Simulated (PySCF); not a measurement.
Ti(Cl)2(OH)2 (Cl₂H₂O₂Ti), SMILES [OH][Ti]([Cl])([Cl])[OH], multiplicity 1. Atoms are numbered in the order given.

```xyz
7

Ti    -0.3081     0.0000     0.0000
Cl     0.9334     1.8108     0.0000
Cl     0.9451    -1.8027     0.0000
O     -1.3053    -0.0053     1.4178
H     -2.1366    -0.0275     1.9002
O     -1.3053    -0.0053    -1.4178
H     -2.1366    -0.0275    -1.9002
```

Geometry optimised at ωB97X-D3(BJ)/def2-SVP. The geometry has at least one imaginary mode, so it is a saddle point at that level. The spin state was assumed, not searched. The structure was generated by enumeration; whether it is a known compound was not checked. One conformer was computed; it need not be the lowest.

Two levels are set side by side: PBE/pcSseg-1 (PySCF) and B3LYP/pcSseg-1 (PySCF). GIAO shifts against H2O (¹⁷O), HCl (³⁵Cl), TMS (¹H) at the same level; non-relativistic, no solvent, atoms listed together averaged. Without spin–orbit terms, shifts of atoms bonded to Cl or Br come out too high at both levels. Differences are taken from unrounded values.

| quantity | B3LYP |
|---|---|
| δ(¹⁷O) of O4, O6 (ppm) | 351.8 |
| δ(¹H) of H5, H7 (ppm) | 5.52 |

Q: What does PBE give, and how far is it from B3LYP? (The exact figures need the calculation; the answer reports its results.)

A: 
```json
[
 {"quantity": "δ(¹⁷O) of O4, O6 (ppm)", "PBE": "347.2", "PBE minus B3LYP": "-4.6"},
 {"quantity": "δ(¹H) of H5, H7 (ppm)", "PBE": "5.79", "PBE minus B3LYP": "0.27"}
]
```

Rough cost on one machine, each run with all the roots and properties that it gave: B3LYP against PBE within a factor of 2.
